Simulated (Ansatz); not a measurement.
Cost and result up the ladder for Li4H3 (7 atoms). Total charge 0; doublet. Geometry: PBE-D4/def2-TZVP.

Cartesian coordinates in Å:
```
Li -0.8967 -0.0490 -1.4591
Li 1.2236 -0.2461 -0.1525
Li -0.7963 -1.1018 1.0429
Li -0.2955 1.5558 0.6663
H -0.0916 -1.4324 -0.5990
H 0.4772 0.1226 1.4729
H 0.3793 1.1509 -0.9715
```

Ansatz on 4 threads of Arm Neoverse V2 on a shared host. Times are rough, and most runs start from the orbitals of an earlier one. ωB97M-V/def2-TZVP serves as the yardstick here, not as an exact answer. Differences are given only for rows in sets of like size (and for xTB, whose basis is part of the method), since another set adds its own error. Binding counts from free atoms at the same level (Li doublet, H doublet; other spins of the atoms weren't run), without zero-point energy or a counterpoise term.

Correlated methods freeze no core orbitals; core or outer-core shells of Li are correlated, in sets that lack core-valence functions. The structure comes from a short search, and lower isomers may exist.

Correlated methods converge slowly with the basis.

```
                           level  functions  binding energy per atom (eV)  difference from ωB97M-V/def2-TZVP (eV)
            r2SCANh-D4/def2-TZVP         74                          1.75                                   -0.05
                   MP2/def2-TZVP         74                          1.54                                   -0.25
               PBE-D4/def2-TZVPD         95                          1.74                                   -0.05
              PBE0-D4/def2-TZVPD         95                          1.73                                   -0.06
            r2SCAN-D4/def2-TZVPD         95                          1.77                                   -0.03
                    HF/def2-TZVP         74                          1.25                                   -0.54
               BLYP-D4/def2-TZVP         74                          1.77                                   -0.02
             r2SCAN-D4/def2-TZVP         74                          1.75                                   -0.05
               PBE0-D4/def2-TZVP         74                          1.71                                   -0.08
             revPBE-D4/def2-TZVP         74                          1.71                                   -0.09
                       HF/STO-3G         23                          1.56                                       –
               ωB97M-V/def2-TZVP         74                          1.80                                    0.00
BHLYP-D4/def2-TZVP (with forces)         74                          1.77                                   -0.03
                PBE0-D4/def2-SVP         51                          1.75                                       –
```

(1) Estimate how long each takes.

Answers

(1) HF/STO-3G 0.05 s; HF/def2-TZVP 0.15 s; MP2/def2-TZVP 0.2 s; PBE0-D4/def2-SVP 0.6 s; revPBE-D4/def2-TZVP 0.65 s; BLYP-D4/def2-TZVP 0.65 s; BHLYP-D4/def2-TZVP (with forces) 0.7 s; PBE0-D4/def2-TZVPD 0.8 s; PBE-D4/def2-TZVPD 0.9 s; PBE0-D4/def2-TZVP 0.95 s; r2SCANh-D4/def2-TZVP 1.1 s; r2SCAN-D4/def2-TZVP 1.3 s; r2SCAN-D4/def2-TZVPD 1.6 s; ωB97M-V/def2-TZVP 2.3 s. On shared hardware such times vary by a factor of up to 3.
